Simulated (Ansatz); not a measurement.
One change: `[CH3][In]([NH2])[Br]` becomes `[CH3][In]([NH2])[SiH2][TeH]`.

Ansatz, PBE0-D4/def2-TZVP geometries, multiplicity 1. Each molecule was computed in one conformer, which needn't be the lowest.

Elements past krypton have def2 core potentials. Scalar relativity is left out up to krypton.

```tsv
property	`[CH3][In]([NH2])[Br]`
LUMO energy (B3LYP/def2-TZVPP) / eV	-1.29
size of the dipole moment (ωB97M-V/def2-TZVPP) / D	3.54
HOMO energy (PBE/def2-TZVPP) / eV	-5.96
LUMO energy (ωB97M-V/def2-TZVPP) / eV	0.55
HOMO–LUMO gap (ωB97M-V/def2-TZVPP) / eV	10.16
size of the dipole moment (B3LYP/def2-TZVPP) / D	3.53
```

**Question.** What does the change do to each property? (Best estimate.)

**Answer.** The calculation gave: 
| property | `[CH3][In]([NH2])[SiH2][TeH]` | shift |
| --- | --- | --- |
| LUMO energy (B3LYP/def2-TZVPP) / eV | -1.50 | -0.21 |
| size of the dipole moment (ωB97M-V/def2-TZVPP) / D | 1.81 | -1.73 |
| HOMO energy (PBE/def2-TZVPP) / eV | -5.26 | 0.70 |
| LUMO energy (ωB97M-V/def2-TZVPP) / eV | 0.23 | -0.32 |
| HOMO–LUMO gap (ωB97M-V/def2-TZVPP) / eV | 8.53 | -1.63 |
| size of the dipole moment (B3LYP/def2-TZVPP) / D | 1.76 | -1.77 |

With PBE0 the HOMO rises by 1.03 eV and the LUMO falls by 0.31 eV, so the gap narrows by about 1.34 eV. PBE moves the HOMO by 0.70 eV and ωB97M-V by 1.31 eV. The zero-point energy changes by 60.6 kJ/mol with +12 modes. Dipoles are sizes alone; their direction can turn.

B3LYP here is the variant with VWN-RPA as its local correlation; programs differ in this.

Spin–orbit coupling is left out; it splits and shifts lone-pair levels of the heavy atoms by tenths of an eV.
